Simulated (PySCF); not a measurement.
Telling isomers of C₅H₄ClF₃O apart by NMR

PySCF calculation with structure optimised with GFN2-xTB and σ from GIAO-PBE0/pcSseg-1; in vacuum, fast rotation and ring inversion assumed for equivalent nuclei, relativity neglected, a single conformation.

δ = σ(ref) − σ, references computed at the same level: 1H (σ = 31.72 ppm), 13C (σ = 186.93 ppm) vs TMS. Splittings of carbon signals by F and P are missing where no couplings were computed. Where no couplings were computed, multiplicities follow the n + 1 count of equivalent neighbours, and m marks all less simple cases (inequivalent or close neighbours, rings, F or P nearby). Shifts are as computed. Against solution values, carbons near 30 ppm lie about +3 ppm off and those near 130 ppm about +5 ppm; carbons on Cl a further +6 ppm (rms about the fit 2.1 ppm; single classes can miss by 10 ppm). Of 1328 compounds with measured shifts, 309 miss one by over three times the rms of a fit or turn the order of signals round; such compounds aren't used in these exercises. Signals without a measured value on file couldn't be tested in this way; 1H shifts scatter by 0.2 ppm about their fit, and single ones miss by 0.5 ppm. Carbons bonded to Cl come out too deshielded.

(1) Tabulate the signals of `O=C1C[C@@H](Cl)[C@H]1C(F)(F)F`, `C=CO/C(=C\Cl)C(F)(F)F` and their relative energies.

(2) What is the quickest way to tell O=C1C[C@@H](Cl)[C@H]1C(F)(F)F from C=CO/C(=C\Cl)C(F)(F)F?

## Answers

(1) 
```tsv
SMILES	carbon types	δC	δH	E rel. (kcal/mol)
O=C1C[C@@H](Cl)[C@H]1C(F)(F)F	2×C 2×CH 1×CH2	199.0, 131.8, 71.3, 62.2, 47.9	4.49 (m, 1H), 3.76 (m, 1H), 3.69 (m, 1H), 3.64 (m, 1H)	0.0
C=CO/C(=C\Cl)C(F)(F)F	2×C 2×CH 1×CH2	157.3, 152.7, 130.0, 129.7, 99.1	6.80 (m, 1H), 6.71 (m, 1H), 4.71 (m, 1H), 4.66 (m, 1H)	28.6
```

Energies are electronic energies at PBE0/pcSseg-1 on these geometries, without zero-point or thermal terms, each for the one conformer computed, which needn't be the lowest.

(2) Both give the same number of carbon signals, with the same numbers of each carbon type, so the positions decide. The first has an sp3 CH bonded to Cl at 47.9 ppm, the second an alkene carbon bearing oxygen (CH) at 157.3 ppm. Their most deshielded carbons lie at 199.0 and 157.3 ppm. In the proton spectra the most deshielded non-exchanging signals are 4.49 (m, 1H) and 6.80 (m, 1H).
